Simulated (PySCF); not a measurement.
Simulation results for CH₄NOSi, FH₄N₂Si, BClH₄NSi, BH₅NOSi and others

All values are calculated (PySCF 2.14.0). Calculation on a computer-drawn molecule: optimised geometry and harmonic frequencies of an isolated molecule of the commonest isotopes, restricted reference for singlets and unrestricted otherwise, frozen core in MP2.

Common to all runs: method HF; basis cc-pV(D+d)Z.

(1) CH₄NOSi

Start structure:
```xyz
8
CH4NOSi
N     -0.7945    -1.0587    -1.2570
C     -0.1934    -1.3708    -0.0500
Si    -0.9634    -1.0512     1.5610
O     -2.3588    -0.4193     1.6472
H     -0.2731    -1.0060    -2.1563
H     -1.5937    -0.5562    -1.2030
H      0.8311    -1.7994    -0.2065
H     -0.1311    -1.5789     2.5941
```

Here we set charge 0 and multiplicity 2.

The calculation gives: rotational constants 15.4, 3.952, 3.149 GHz; total energy -458.4213 hartree; spin squared 0.7653; convergence status largest gradient component 2.508e-05 hartree/bohr.

Drawn bonds:
| atom | other atom | order |
| --- | --- | --- |
| 1 | 2 | 1 |
| 2 | 3 | 1 |
| 3 | 4 | 2 |
| 1 | 5 | 1 |
| 1 | 6 | 1 |
| 2 | 7 | 1 |
| 3 | 8 | 1 |

Optimised structure:
```xyz
8
CH4NOSi
N     -0.7955    -1.0770    -1.2667
C     -0.1852    -1.3619    -0.0831
Si    -0.9767    -1.0782     1.5076
O     -2.3266    -0.4362     1.6784
H     -0.2485    -0.9972    -2.0984
H     -1.6310    -0.5267    -1.2474
H      0.7983    -1.8126    -0.1629
H     -0.1117    -1.5507     2.6020
```

Modes:
| frequency (cm⁻¹) | reduced mass (dalton) |
| --- | --- |
| 152.3 | 4.741 |
| 255.1 | 2.274 |
| 362.6 | 1.194 |
| 460.6 | 1.526 |
| 501.9 | 4.521 |
| 607.8 | 1.307 |
| 743.6 | 2.279 |
| 761 | 1.261 |
| 936.6 | 1.214 |
| 1160 | 1.141 |
| 1299 | 10.04 |
| 1378 | 1.983 |
| 1554 | 2.171 |
| 1778 | 1.212 |
| 2364 | 1.044 |
| 3325 | 1.088 |
| 3785 | 1.048 |
| 3913 | 1.103 |

(2) FH₄N₂Si

Start structure:
```xyz
8
FH4N2Si
N     -0.9579    -1.4393     2.1213
Si    -1.5831     0.0605     2.1458
N     -2.1178     1.0087     3.4547
F     -1.7797     0.6687     0.7799
H     -0.6543    -1.9018     1.2052
H     -0.7038    -2.0320     2.9074
H     -2.1052     0.8009     4.3896
H     -2.5448     1.9522     3.2338
```

Here we set charge 1 and multiplicity 1.

Results for FH₄N₂Si: rotational constants 7.615, 6.757, 3.58 GHz; total energy -499.4851 hartree; convergence status largest gradient component 3.615e-05 hartree/bohr.

Drawn bonds:
| atom | other atom | order |
| --- | --- | --- |
| 1 | 2 | 1 |
| 2 | 3 | 1 |
| 2 | 4 | 1 |
| 1 | 5 | 1 |
| 1 | 6 | 1 |
| 3 | 7 | 1 |
| 3 | 8 | 1 |

Optimised structure:
```xyz
8
FH4N2Si
N     -0.9495    -1.3959     2.1436
Si    -1.6125     0.0835     2.1072
N     -2.1000     0.9624     3.3797
F     -1.8005     0.7272     0.7043
H     -0.6708    -1.8811     1.3063
H     -0.7727    -1.9236     2.9812
H     -2.0363     0.6662     4.3386
H     -2.5043     1.8790     3.2766
```

Modes:
| frequency (cm⁻¹) | reduced mass (dalton) |
| --- | --- |
| 272.3 | 2.663 |
| 307.3 | 4.983 |
| 317.1 | 1.013 |
| 364.6 | 8.63 |
| 479.9 | 1.062 |
| 553.6 | 1.247 |
| 584.9 | 1.198 |
| 819.4 | 1.264 |
| 863.4 | 6.341 |
| 893.9 | 1.483 |
| 1148 | 7.142 |
| 1195 | 6.335 |
| 1661 | 1.144 |
| 1673 | 1.121 |
| 3734 | 1.051 |
| 3743 | 1.052 |
| 3835 | 1.098 |
| 3838 | 1.1 |

(3) BClH₄NSi

Start structure:
```xyz
8
BClH4NSi
N     -0.6798     2.2749     0.0561
Si    -0.7571     0.5436    -0.3008
B     -0.6352    -0.7479     1.2355
Cl    -0.7799    -2.3638     0.7860
H     -0.8091     2.9607    -0.6980
H     -0.5985     2.7320     0.8711
H     -1.0385     0.3922    -1.6943
H     -0.4429    -0.4144     2.2745
```

It was run with charge 1 and multiplicity 1.

Results for BClH₄NSi: rotational constants 23.86, 1.65, 1.544 GHz; total energy -829.7005 hartree; convergence status largest gradient component 3.798e-05 hartree/bohr.

Drawn bonds:
| atom | other atom | order |
| --- | --- | --- |
| 1 | 2 | 1 |
| 2 | 3 | 1 |
| 3 | 4 | 1 |
| 1 | 5 | 1 |
| 1 | 6 | 1 |
| 2 | 7 | 1 |
| 3 | 8 | 1 |

Optimised structure:
```xyz
8
BClH4NSi
N     -0.7095     2.2582     0.0085
Si    -0.8099     0.6529    -0.3007
B     -0.6316    -0.7306     1.2134
Cl    -0.7578    -2.3803     0.7617
H     -0.7903     2.9725    -0.6973
H     -0.5598     2.6481     0.9247
H     -1.0308     0.3318    -1.7106
H     -0.4512    -0.3752     2.3304
```

Modes:
| frequency (cm⁻¹) | reduced mass (dalton) |
| --- | --- |
| 26.96 | 3.815 |
| 130.9 | 4.168 |
| 253 | 6.653 |
| 413.1 | 1.176 |
| 615.1 | 3.727 |
| 695.8 | 1.162 |
| 712.5 | 1.175 |
| 761.2 | 1.179 |
| 768.4 | 1.409 |
| 925.1 | 2.603 |
| 965.7 | 1.324 |
| 1048 | 3.409 |
| 1138 | 1.892 |
| 1686 | 1.134 |
| 2433 | 1.045 |
| 2829 | 1.095 |
| 3732 | 1.052 |
| 3827 | 1.098 |

(4) BH₅NOSi

Start structure:
```xyz
9
BH5NOSi
N     -2.4896     0.3587     1.0463
Si    -1.2084     1.3742     1.0587
B      0.6809     0.5682     1.5053
O      1.6020     1.4614     1.5038
H     -3.4528     0.5841     0.8103
H     -2.5759    -0.6517     1.2080
H     -1.6090     2.7274     0.7021
H      0.8242    -0.5540     1.7761
H      2.4920     1.2846     1.6819
```

Settings of this run: charge 1 and multiplicity 1.

It finds rotational constants 24.93, 2.676, 2.416 GHz; total energy -445.6717 hartree; convergence status largest gradient component 7.432e-06 hartree/bohr.

Drawn bonds:
| atom | other atom | order |
| --- | --- | --- |
| 1 | 2 | 1 |
| 2 | 3 | 1 |
| 3 | 4 | 1 |
| 1 | 5 | 1 |
| 1 | 6 | 1 |
| 2 | 7 | 1 |
| 3 | 8 | 1 |
| 4 | 9 | 1 |

Optimised structure:
```xyz
9
BH5NOSi
N     -2.5376     0.3329     1.0275
Si    -1.2200     1.3104     1.0526
B      0.6621     0.5814     1.5146
O      1.5799     1.5290     1.4855
H     -3.4684     0.6480     0.8084
H     -2.5110    -0.6527     1.2293
H     -1.5382     2.7005     0.7208
H      0.8220    -0.5710     1.7667
H      2.4744     1.2744     1.6872
```

Modes:
| frequency (cm⁻¹) | reduced mass (dalton) |
| --- | --- |
| 47.6 | 3.514 |
| 148.1 | 3.271 |
| 308.3 | 5.847 |
| 400.2 | 1.156 |
| 608.6 | 3.089 |
| 656.2 | 1.196 |
| 695.4 | 1.244 |
| 730.5 | 1.077 |
| 759.4 | 1.135 |
| 938.7 | 1.382 |
| 967.3 | 1.329 |
| 1022 | 1.208 |
| 1067 | 2.952 |
| 1239 | 1.463 |
| 1464 | 6.504 |
| 1689 | 1.134 |
| 2426 | 1.044 |
| 2796 | 1.101 |
| 3739 | 1.052 |
| 3834 | 1.098 |
| 4079 | 1.067 |

(5) BH₈NSi₂

Start structure:
```xyz
12
BH8NSi2
N     -2.8299    -1.2055    -0.9869
Si    -2.0936     0.3151    -0.9408
B     -0.2322     0.0535    -0.1744
Si     1.2418     1.2698    -0.6209
H     -3.7791    -1.3284    -1.3737
H     -2.7515    -1.8499    -0.2202
H     -2.1534     0.7969    -2.3580
H     -2.7924     1.3172    -0.1557
H     -0.0183    -0.8068     0.4476
H      0.9854     2.3614    -1.5309
H      2.5299     0.5904    -1.1727
H      1.7761     1.9430     0.6137
```

Settings of this run: charge 0 and multiplicity 1.

Results for BH₈NSi₂: rotational constants 14.39, 1.439, 1.372 GHz; total energy -661.6505 hartree; convergence status largest gradient component 1.368e-05 hartree/bohr.

Drawn bonds:
| atom | other atom | order |
| --- | --- | --- |
| 1 | 2 | 1 |
| 2 | 3 | 1 |
| 3 | 4 | 1 |
| 1 | 5 | 1 |
| 1 | 6 | 1 |
| 2 | 7 | 1 |
| 2 | 8 | 1 |
| 3 | 9 | 1 |
| 4 | 10 | 1 |
| 4 | 11 | 1 |
| 4 | 12 | 1 |

Optimised structure:
```xyz
12
BH8NSi2
N     -2.8705    -1.2950    -1.0067
Si    -2.0918     0.2499    -0.9901
B     -0.2390     0.1243    -0.1647
Si     1.3339     1.3509    -0.6002
H     -3.7550    -1.3857    -1.4728
H     -2.8783    -1.8356    -0.1612
H     -2.0611     0.7323    -2.3925
H     -2.7957     1.3085    -0.2008
H     -0.0357    -0.7189     0.6703
H      0.9533     2.5460    -1.3939
H      2.3121     0.5627    -1.3975
H      2.0106     1.8172     0.6372
```

Modes:
| frequency (cm⁻¹) | reduced mass (dalton) |
| --- | --- |
| 45.26 | 1.671 |
| 53.27 | 1.577 |
| 118.4 | 2.688 |
| 209.9 | 2.205 |
| 263.2 | 1.357 |
| 421.6 | 1.253 |
| 458.2 | 1.435 |
| 482.5 | 1.215 |
| 515.1 | 1.256 |
| 678.6 | 1.562 |
| 741.5 | 2.509 |
| 757.2 | 1.399 |
| 803.4 | 1.348 |
| 842.8 | 2.407 |
| 878.8 | 1.532 |
| 968 | 1.196 |
| 1006 | 1.133 |
| 1019 | 1.093 |
| 1037 | 1.043 |
| 1045 | 1.088 |
| 1052 | 1.442 |
| 1698 | 1.107 |
| 2218 | 1.041 |
| 2277 | 1.045 |
| 2287 | 1.048 |
| 2293 | 1.034 |
| 2300 | 1.03 |
| 2679 | 1.091 |
| 3760 | 1.051 |
| 3849 | 1.094 |

(6) H₈N₂Si₂

Start structure:
```xyz
12
H8N2Si2
N     -2.4968     0.4409    -0.1375
Si    -1.2791     0.7957    -1.2262
N     -0.6451    -0.6700    -1.7893
Si    -1.4554    -2.1204    -2.2626
H     -3.0119     1.1949     0.2946
H     -2.3075    -0.3665     0.5414
H     -0.0709     1.5185    -0.7316
H     -1.8321     1.6324    -2.2927
H      0.3251    -0.6513    -2.1947
H     -2.3077    -1.9124    -3.5379
H     -2.2709    -2.4803    -1.2533
H     -0.4824    -3.0905    -2.6292
```

It was run with charge 0 and multiplicity 1.

Results for H₈N₂Si₂: rotational constants 8.577, 2.427, 2.028 GHz; total energy -691.5143 hartree; convergence status largest gradient component 1.168e-05 hartree/bohr.

Drawn bonds:
| atom | other atom | order |
| --- | --- | --- |
| 1 | 2 | 1 |
| 2 | 3 | 1 |
| 3 | 4 | 1 |
| 1 | 5 | 1 |
| 1 | 6 | 1 |
| 2 | 7 | 1 |
| 2 | 8 | 1 |
| 3 | 9 | 1 |
| 4 | 10 | 1 |
| 4 | 11 | 1 |
| 4 | 12 | 1 |

Optimised structure:
```xyz
12
H8N2Si2
N     -2.5236     0.4595    -0.2226
Si    -1.1801     0.8016    -1.2342
N     -0.5744    -0.6986    -1.8366
Si    -1.4565    -2.1223    -2.2888
H     -3.2637     1.1299    -0.1365
H     -2.4056    -0.0506     0.6328
H     -0.0254     1.4768    -0.5893
H     -1.7117     1.7115    -2.2755
H      0.4220    -0.7540    -1.9522
H     -2.6925    -1.7643    -3.0184
H     -1.8396    -2.9629    -1.1290
H     -0.5836    -2.9356    -3.1686
```

Modes:
| frequency (cm⁻¹) | reduced mass (dalton) |
| --- | --- |
| 66.95 | 2.457 |
| 118.4 | 1.119 |
| 155.1 | 3.208 |
| 257.3 | 1.201 |
| 317.5 | 1.522 |
| 402.4 | 1.411 |
| 440.8 | 1.418 |
| 630.8 | 2.732 |
| 656.3 | 1.187 |
| 757 | 1.096 |
| 775.9 | 1.212 |
| 846.5 | 1.55 |
| 861.4 | 2.885 |
| 937.6 | 1.432 |
| 966.1 | 3.098 |
| 1020 | 1.071 |
| 1029 | 1.165 |
| 1055 | 1.044 |
| 1071 | 1.078 |
| 1093 | 1.157 |
| 1296 | 1.379 |
| 1693 | 1.115 |
| 2270 | 1.048 |
| 2288 | 1.05 |
| 2301 | 1.032 |
| 2304 | 1.044 |
| 2323 | 1.026 |
| 3775 | 1.051 |
| 3790 | 1.075 |
| 3869 | 1.095 |
